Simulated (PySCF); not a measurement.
## Dipole moment and polarisability of `F[C@H]1C[SiH2]CCO1`

Compound: C4H9FOSi.
Cartesian coordinates in Å at the PBE0-D3(BJ)/def2-SVP level; atoms count from 1:
```xyz
16
C4H9FOSi angstrom
F     -0.969    0.888   -1.886
C     -1.063    1.312   -0.573
C     -1.662    0.175    0.242
Si    -0.446   -1.269    0.351
C      1.187   -0.364    0.628
C      1.263    0.862   -0.278
O      0.165    1.750   -0.134
H     -1.712    2.204   -0.569
H     -2.636   -0.109   -0.185
H     -1.844    0.547    1.264
H     -0.792   -2.179    1.486
H     -0.413   -2.066   -0.911
H      1.234   -0.046    1.684
H      2.056   -1.016    0.447
H      2.147    1.472   -0.040
H      1.350    0.557   -1.336
```

Level: B3LYP/def2-SVPD (PySCF), static field, nuclei fixed, core orbitals frozen in the response. The polarisability tensor in these axes (au):

```
x   80.70  0.41  0.79
y    0.41 80.13 -4.04
z    0.79 -4.04 70.50
```

Question: Diagonalise the tensor; give its mean and Δα, where Δα² is half the sum of the squared differences of the eigenvalues.

Answer: Principal values 68.96, 80.75 and 81.61 au; mean 77.11 au = 11.43 Å³ = 12.71 × 10⁻⁴⁰ C²·m²/J; Δα = 12.25 au (16 % of the mean).

Question: What is the dipole moment, and where does it point?

Answer: (0.16, -0.57, 1.38) D, 1.50 D in size, pointing from the negative to the positive side. Measured along this direction, the outermost atoms are F1 at the negative end and H11 at the positive end.

Question: Form Σ f/ω² (atomic units) for the 10 lowest TDDFT singlets, given as eV and f, and set it beside the mean polarisability, which is this sum over all singlets: 7.01, 0.0037; 7.34, 0.0002; 7.51, 0.0088; 7.84, 0.0252; 7.88, 0.0072; 7.97, 0.0386; 8.03, 0.0055; 8.08, 0.0123; 8.19, 0.0028; 8.30, 0.0173.

Answer: They add up to 1.43 au, 1.9 % of the 77.11 au; the largest single term is 0.45 au, from the state at 7.97 eV. Terms in order: 0.06, 0.00, 0.12, 0.30, 0.09, 0.45, 0.06, 0.14, 0.03, 0.19 au. Higher excitations give the rest. The strengths listed sum to 0.122.

Question: What molar refraction does this α imply?

Answer: Lorentz–Lorenz: R = (4π/3)N_A α = 2.5225 cm³/(mol·Å³) × 11.43 Å³ = 28.8 cm³/mol, in the limit of long wavelengths.

Question: Traceless (Buckingham) quadrupole moment about the centre of nuclear charge: eigenvalues?

Answer: -4.90, -3.80, 8.70 D·Å. The values depend on the origin, since the dipole doesn't vanish. The electronic extent ⟨r²⟩ about the same centre is 850 bohr², a root-mean-square distance of 1.93 Å for the 64 electrons.

Geometry: PBE0-D3(BJ)/def2-SVP, one conformer, isolated molecule.

The run behind these numbers computed excited states and ΔSCF ions as well. The run took 8.6 min wall on Arm Neoverse N1, one thread, shared host with 64 logical CPUs at a one-minute load of 61, and the process peaked at 0.88 GiB of memory.
